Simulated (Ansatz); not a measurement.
Ideal-gas functions of FGaH₄Si (`[F][GaH][SiH3]`) at 298.15 K and 1 bar, from an Ansatz frequency run at PBE0-D4/def2-TZVP.

Molar mass 120.84 g/mol, point group Cs (symmetry number 1), electronic degeneracy 1, moments of inertia 40.498, 178.882, 213.48 u Å². Harmonic wavenumbers (cm⁻¹, unscaled): 23, 121, 336, 348, 477, 513, 620, 667, 858, 932, 939, 1983, 2216, 2230, 2231.

Use S(trans) = R[1.5 ln M + 2.5 ln T − 1.1517]; rotational temperatures θ = 24.2544 K / I; S(rot) = R[ln(√π/σ · √(T³/θAθBθC)) + 1.5]; for each mode x = 1.438777 ν̃/T, S = R[x/(eˣ − 1) − ln(1 − e⁻ˣ)] and H = RT x/(eˣ − 1); 1 cm⁻¹ = 0.0119627 kJ/mol; R = 8.31446 J/(mol·K).

Problem. By hand: the entropy, in J/(mol·K).

Solution. Translation 168.7. Rotation: θ = 0.5989, 0.1356, 0.1136 K, giving 107.8. Vibration, mode by mode: 26.60, 12.90, 5.15, 4.92, 3.00, 2.62, 1.74, 1.45, 0.69, 0.51, 0.50, 0.01, 0.00, 0.00, 0.00, in all 60.1. Electronic 0.0. Sum 336.6 J/(mol·K).

Problem. By hand: H − E and G − E in kJ/mol, counted from the electronic energy.

Solution. Zero-point energy ½ × 14494 × 0.0119627 = 86.7; thermal vibration 8.5; translation, rotation and pV give 4 RT = 9.9. H − E = 105.1 kJ/mol, and G − E = 105.1 − 298.15 × 336.6/1000 = 4.7 kJ/mol.

Vibration gives 18 % of the entropy, 39.5 J/(mol·K) of it from the modes under 150 cm⁻¹: soft modes count most, and the harmonic formula is weakest for them.
